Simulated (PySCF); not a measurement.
Computed shifts of a molecule C2H5FO2Si, PBE/pcSseg-1 (PySCF), GIAO, gas phase, atoms alike by connectivity averaged where their shifts nearly agree, in ppm (number of nuclei): ¹³C: 187.5 (1), 1.4 (1). ²⁹Si: -4.4 (1). ¹⁹F: -217.0 (1). ¹H: 7.01 (1), 5.69 (1), 1.08 (3). References: ¹³C against TMS (σ = 182.0 ppm); ²⁹Si against TMS (σ = 335.4 ppm); ¹⁹F against CFCl3 (σ = 133.6 ppm); ¹⁷O against H2O (σ = 334.3 ppm); ¹H against TMS (σ = 31.49 ppm), references at their B3LYP-D3(BJ)/def2-TZVP geometries, non-relativistic. Coordinates come from a PBE-D3(BJ)/def2-SVP optimisation. The values are those of a single conformer.

Problem. Identify the compound among the candidates.
A. O=C[Si@@H](F)CO
B. C[Si@H](F)C(=O)O
C. O[SiH](O)/C=C/F
D. O=C(O)C[SiH2]F

Solution. B, C[Si@H](F)C(=O)O
